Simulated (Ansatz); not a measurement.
`C[SiH2][CH2][GaH2]` + H₂ → `[SiH3][CH2][GaH2]` + CH₄ at 700 K and 1 bar (hydrogenolysis of the Si–C bond).

Calculated with Ansatz (gas phase, PBE0-D4/def2-TZVP geometries, no zero-point term in ΔE). CCSD(T)/CBS is the MP2 limit (def2-TZVPP, def2-QZVPP) plus CCSD(T) − MP2 in def2-TZVPP, frozen cores. This one scheme is used for every species. For Ga outer-core shells are correlated without core-valence functions, which leaves a few kJ/mol of doubt a bond. Scalar relativity is left out up to krypton. Each species was taken in one conformer, which may not be the lowest.

```tsv
species	CCSD(T)/CBS energy (Eh)	H − E (kJ/mol)	S (J/(mol·K))
`C[SiH2][CH2][GaH2]`	-2294.54249	338.1	517.8
H₂	-1.17544	46.8	155.3
`[SiH3][CH2][GaH2]`	-2255.26496	243.1	450.3
CH₄	-40.46206	145.9	224.0
```

H − E and S are ideal-gas, rigid-rotor, harmonic terms from PBE0-D4/def2-TZVP, for one conformer and one mirror image of each species. For small species the MP2-based limit differs from directly extrapolated CCSD(T) by up to some mEh (0.8 for H₂); such offsets cancel only in part. 1 Eh = 2625.50 kJ/mol, R = 8.31446 J/(mol·K).

Q: By hand: ΔE, ΔH, ΔS and ΔG.

A: ΔE = (-2255.26496) + (-40.46206) − (-2294.54249) − (-1.17544) = -0.00909 Eh = -23.9 kJ/mol. Δ(H − E) = 243.1 + 145.9 − 338.1 − 46.8 = 4.1, so ΔH = -19.8 kJ/mol. ΔS = 450.3 + 224.0 − 517.8 − 155.3 = 1.2 J/(mol·K). ΔG = -19.8 − 700 × (1.2)/1000 = -20.6 kJ/mol.

Q: By hand: the equilibrium constant, and the temperature at which ΔG would vanish if ΔH and ΔS stayed fixed.

A: log₁₀ K = −ΔG/(RT ln 10) = 1.5. ΔH and −TΔS have one sign here, so there is no such temperature. One of them is within its doubt of zero, so this could turn.

The number of gas molecules stays the same, so ΔS is small and ΔH decides. A doubt of 5 kJ/mol in ΔE shifts log₁₀ K by 0.4 here. Other conformers and mirror images would add mixing entropy, several J/(mol·K) or more a flexible species. Modes under 60 cm⁻¹, often nearly free rotors, make the harmonic entropy too high. These are equilibria of isolated gas molecules and say nothing of rates. Largest T1 diagnostic: 0.012 (customary marks: 0.02 for closed shells, 0.045 for open ones).
